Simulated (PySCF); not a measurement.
Species: C2H5F2NSi.
Atom-mapped SMILES: `[F:1][CH:2]([F:3])/[CH:4]=[N:5]/[SiH3:6]` (hydrogens: H7 on C2; H8 on C4; H9, H10, H11 on Si6)

Level of theory: PBE0-D3(BJ)/def2-SVP geometry optimisation, gas phase in PySCF 2.14.0.

Entries marked ? are missing. Bonds in one row agree within 0.01 Å.

```tsv
coordinate	value
F1–C2, C2–F3	?
C2–C4	?
C4=N5	1.260 Å
N5–Si6	?
C2–H7	1.102 Å
C4–H8	1.113 Å
Si6–H9	1.500 Å
Si6–H10, Si6–H11	1.490 Å
F1–C2–F3	107.7°
F1–C2–C4	?
C2–C4–N5	?
C4–N5–Si6	?
```

Q: Fill in the missing values.

A: 
- F1–C2, C2–F3 = 1.350 Å, drawn single (fluorine of a CF2 group to CHF2 carbon); 0.02 Å above the sum of covalent radii, 1.33 Å.
- C2–C4 = 1.508 Å, drawn single (CHF2 carbon to C=N carbon); 0.02 Å above the sum of covalent radii, 1.49 Å.
- N5–Si6 = 1.762 Å, drawn single (C=N nitrogen to SiH3 silicon); 0.06 Å below the sum of covalent radii, 1.82 Å.
- F1–C2–C4 = 109.1°, at the CHF2 carbon; the outer atoms are 2.330 Å apart.
- C2–C4–N5 = 120.8°, at the C=N carbon; the outer atoms are 2.410 Å apart.
- C4–N5–Si6 = 125.0°, at the C=N nitrogen; the outer atoms are 2.691 Å apart.

Radii are Cordero's, carbon taken as 0.76, 0.73 or 0.69 Å for four, three, and two or fewer neighbours.

Whether it is a minimum is left open (no frequencies). The numbers are those of one conformer (F1–C2–C4–N5 122°).
